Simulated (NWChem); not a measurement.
System meant: C2HCl2, doublet; SMILES C(=[CH])(Cl)Cl

NWChem input:

```
start job
memory heap 200 mb stack 900 mb global 1100 mb
geometry units angstroms noautoz
  C     -1.785512    -0.035261     0.000000
  C     -0.475165    -0.031566     0.000000
  Cl     0.464578    -1.477966     0.000000
  Cl     0.452115     1.438854     0.000000
  H     -2.624277     0.654061     0.000000
end
basis spherical
  * library def2-svp
end
dft
  odft
  mult 2
  xc xpbe96 cpbe96
  iterations 4
  mulliken
end
task dft energy
```

End of the output:

```
     --------------------------
     Expectation value of S2:
     --------------------------
      <S2> =      0.7566 (Exact =     0.7500)

 center of mass
 --------------
 x =   0.06940836 y =  -0.01512634 z =   0.00000000

 moments of inertia (a.u.)
 ------------------
         533.025949735245          -0.000000000000           0.000000000000
          -0.000000000000         223.191901786496           0.000000000000
           0.000000000000           0.000000000000         756.217851521742

     Multipole analysis of the density
     ---------------------------------

     L   x y z        total         alpha         beta         nuclear
     -   - - -        -----         -----         ----         -------
     0   0 0 0     -0.000000    -24.000000    -23.000000     47.000000

     1   1 0 0     -0.229825      1.448850     -1.678676      0.000000
     1   0 1 0      0.231746      0.238461     -0.006715      0.000000
     1   0 0 1     -0.000000     -0.000000     -0.000000      0.000000

     2   2 0 0    -24.614281    -80.254778    -67.346686    122.987183
     2   1 1 0     -1.340949      0.120959      2.018734     -3.480642
     2   1 0 1     -0.000000     -0.000000     -0.000000      0.000000
     2   0 2 0    -26.076549   -144.427932   -141.741695    260.093078
     2   0 1 1      0.000000      0.000000      0.000000      0.000000
     2   0 0 2    -27.532886    -14.119488    -13.413397      0.000000

 ------------------------------------------------------------------------
 dft energy failed                                                                                  0
 ------------------------------------------------------------------------
 ------------------------------------------------------------------------
  current input line :
    20: task dft energy
 ------------------------------------------------------------------------
 ------------------------------------------------------------------------
 This type of error is most commonly associated with calculations not reaching convergence criteria
 ------------------------------------------------------------------------
 For more information see the NWChem manual at https://nwchemgit.github.io

0:dft energy failed:Received an Error in Communication
```

Question: Can this run be used? If not, why, and what is the fix?

Answer: Convergence was not reached. Cause: the SCF was allowed too few iterations. This input runs:
```
start job
memory heap 200 mb stack 900 mb global 1100 mb
geometry units angstroms noautoz
  C     -1.785512    -0.035261     0.000000
  C     -0.475165    -0.031566     0.000000
  Cl     0.464578    -1.477966     0.000000
  Cl     0.452115     1.438854     0.000000
  H     -2.624277     0.654061     0.000000
end
basis spherical
  * library def2-svp
end
dft
  odft
  mult 2
  xc xpbe96 cpbe96
  iterations 150
  mulliken
end
task dft energy
```
It converges to -996.27550 Ha (PBE/def2-SVP, spin-unrestricted).
